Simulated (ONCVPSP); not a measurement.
Scattering properties, ONCV potential for H (Z = 1)

ONCVPSP 4.0.1 input, shortened (lines: element, Z, core and valence counts, functional; n l f; lmax; l rc ep ncon nbas qcut; lloc lpopt rc5 dvloc0; l nproj debl; icmod fcfact rcfact), LDA (Perdew-Zunger), scalar-relativistic:

```
  H 1.00    0    1        3      upf
    1    0    1.00
    1
    0    1.00    0.00    5    8    7.70
    1    1.00    0.06    4    8    9.40
    0    5    1.00    0.00
    0    0    0.70
    1    3    2.80
    0    0.00    0.00
```

The phase is arctan(r·R′/R) of the radial function R(r), unwrapped; energies in Ha, scanned from -2 to 5 Ha. A pole is an energy at which the radial function vanishes at the test radius. The pseudo phase is shifted by a multiple of π to meet the all-electron one at the reference energy, and phase errors are pseudo minus all-electron; the curves can meet again beyond the range given. Levels narrower than the energy grid can be missing from the lists of poles.

```json
{"channel": "s", "radius (bohr)": "1.01", "reference energy (Ha)": "-0.23", "poles, all-electron": "2.57", "poles, pseudo": "2.61", "unbroken range about the reference energy with phases within 0.05 rad": "the whole range", "phase error 1 Ha above the reference energy (rad)": "+0.001"}
{"channel": "p", "radius (bohr)": "1.01", "reference energy (Ha)": "0.06", "poles, all-electron": "none", "poles, pseudo": "none", "unbroken range about the reference energy with phases within 0.05 rad": "the whole range", "phase error 1 Ha above the reference energy (rad)": "-0.000"}
```

Phases in the s channel:

| E (Ha) | all-electron | pseudo |
| --- | --- | --- |
| -1.98 | 0.478 | 0.481 |
| -1.80 | 0.384 | 0.387 |
| -1.62 | 0.277 | 0.279 |
| -1.44 | 0.156 | 0.158 |
| -1.26 | 0.022 | 0.024 |
| -1.08 | -0.120 | -0.119 |
| -0.90 | -0.268 | -0.268 |
| -0.72 | -0.415 | -0.414 |
| -0.54 | -0.555 | -0.555 |
| -0.36 | -0.684 | -0.684 |
| -0.18 | -0.800 | -0.800 |
| 0.00 | -0.903 | -0.902 |
| 0.18 | -0.993 | -0.993 |
| 0.36 | -1.071 | -1.071 |
| 0.54 | -1.140 | -1.140 |
| 0.72 | -1.201 | -1.200 |
| 0.90 | -1.255 | -1.253 |
| 1.08 | -1.302 | -1.301 |
| 1.26 | -1.345 | -1.343 |
| 1.44 | -1.384 | -1.381 |
| 1.62 | -1.419 | -1.417 |
| 1.80 | -1.452 | -1.449 |
| 1.98 | -1.482 | -1.479 |
| 2.16 | -1.511 | -1.507 |
| 2.34 | -1.538 | -1.533 |
| 2.52 | -1.564 | -1.558 |
| 2.70 | -1.589 | -1.582 |
| 2.88 | -1.613 | -1.606 |
| 3.06 | -1.637 | -1.629 |
| 3.24 | -1.661 | -1.651 |
| 3.42 | -1.684 | -1.674 |
| 3.60 | -1.708 | -1.696 |
| 3.78 | -1.733 | -1.719 |
| 3.96 | -1.758 | -1.743 |
| 4.14 | -1.784 | -1.767 |
| 4.32 | -1.812 | -1.792 |
| 4.50 | -1.842 | -1.819 |
| 4.68 | -1.874 | -1.847 |
| 4.86 | -1.909 | -1.877 |
